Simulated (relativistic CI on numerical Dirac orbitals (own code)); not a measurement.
Crystal-field levels of Cr4+, 3d2

Calculated by Dirac-Coulomb-Breit CI, orbitals from a KLI potential per configuration, model QED, valence Slater integrals scaled by 0.85, one configuration in a parametric crystal field (own radial code).

Field parameters in Wybourne normalisation: Td as Oh with Dq negative (B⁴₀ = 21Dq, B⁴₄ = √(5/14) B⁴₀). The field is a parameter set, without covalency.

S is read from ⟨S²⟩ = S(S + 1).

Levels (cm⁻¹, degeneracy): 0 (3), 5389 (1), 5466 (3), 5529 (2), 5596 (3), 9369 (3), 9396 (2), 9807 (3), 10001 (1), 15586 (2), 20390 (3), 22748 (1).

Task: Which field gives this pattern?
A. Td, 10Dq = -6550 cm⁻¹
B. Td, 10Dq = -4750 cm⁻¹
C. Td, 10Dq = -6050 cm⁻¹
D. Td, 10Dq = -5500 cm⁻¹

Result: D. Td, 10Dq = -5500 cm⁻¹, ground level with S = 1.00.
